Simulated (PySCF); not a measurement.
**Correlation energy of Sb(2+) (antimony, charge +2)**

[Kr] 4d10 5s2 5p1, 2P determinant. All numbers are calculated (PySCF 2.14, scalar relativity through the core potential, in aug-cc-pVDZ-PP with ECP28MDF (5s4p3d, 32 functions)). Frozen: 4s2 4p6 4d10; 3 electrons correlated.

MP2 pair energies summed by pair of shells (mhartree):

```csv
pair,energy,share (%)
5s-5s,-16.44,58.6
5s-5p,-11.60,41.4
```

Total MP2 correlation energy: -28.04 mhartree.

Same-spin part -1.85 and opposite-spin part -26.19 mhartree; SCS-MP2 scales them by 1/3 and 6/5 to -32.04 mhartree.

```csv
level,correlation energy (mhartree)
CCSD,-41.16
(T),-0.34
CCSD(T),-41.50
```

Diagnostics: T1 = 0.0081, D1 = 0.0197, largest double amplitude 0.097.

Cost of the coupled-cluster step: 0.18 s of wall time on 1 thread of Intel(R) Xeon(R) Platinum 8375C CPU @ 2.90GHz (shared host), for 3 correlated electrons.
